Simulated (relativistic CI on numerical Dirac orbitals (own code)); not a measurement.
## Hyperfine structure of As¹⁴⁺, mass number 75

Method of calculation: Dirac-Coulomb-Breit CI, orbitals from a KLI potential per configuration, a model potential for QED, unscaled Slater integrals (own radial code, finite nucleus).

Configuration list (outside the closed core [Ne]): 3s2.3p6.3d, 3s2.3p5.3d2, 3s.3p6.3d2, 3s2.3p6.4s, 3s2.3p6.4p, 3s2.3p6.4d, 3s2.3p6.4f, 3s2.3p5.3d.4s, 3s2.3p5.3d.4p, 3s2.3p6.5s, 3s2.3p6.5p, 3p6.3d3, 3p5.3d4. Double excitations out of closed p, d and f shells are left out; levels of such configurations are missing from the list, as are those of other unlisted configurations, and high levels can miss mixing partners. These lack a partner that the ground configuration has and come out too high: 3s2.3p5.3d.4s, 3s2.3p5.3d.4p.

Nuclear spin I = 3/2, μ = 1.4383 μN, Q = 0.311 b (tables of Stone and Pyykkö). The electronic factors are computed for point nuclear moments, without core polarisation or the Bohr-Weisskopf and QED corrections.

```
               Level  E (cm⁻¹)  A (MHz)  B (MHz)
   3s2.3p6.3d 2D_3/2         0     4263      831
   3s2.3p6.3d 2D_5/2      9212     1832     1160
 3s2.3p5.3d2 4D°_1/2    611555     2928         
 3s2.3p5.3d2 4D°_3/2    614955     2711      578
 3s2.3p5.3d2 4D°_5/2    620721     1975     86.2
 3s2.3p5.3d2 4D°_7/2    629132     1462    -1130
3s2.3p5.3d2 4G°_11/2    649774     3980    -5230
 3s2.3p5.3d2 4G°_9/2    650575     4867    -5400
```

Levels with J = 0, under 50 % of one LS term, or S terms without an open s electron are left out. Small factors come from cancelling terms and can be off by tens of per cent or more.

At this charge energies of transitions that change n are usually good to better than 1 %, and those within a shell (Δn = 0) to a few per cent.

(1) Give the hyperfine levels of 3s2.3p6.3d 2D_3/2 relative to its centre of gravity.

Answers

(1) With K = F(F + 1) − I(I + 1) − J(J + 1), E = AK/2 + B[¾K(K + 1) − I(I + 1)J(J + 1)]/[2I(2I − 1)J(2J − 1)]: F = 0: -14950, F = 1: -11520, F = 2: -3821, F = 3: 9800 MHz.

LS names give the leading component of a level, which can be under half, so a name can repeat, a term be missing and a line seem to break the LS rules.
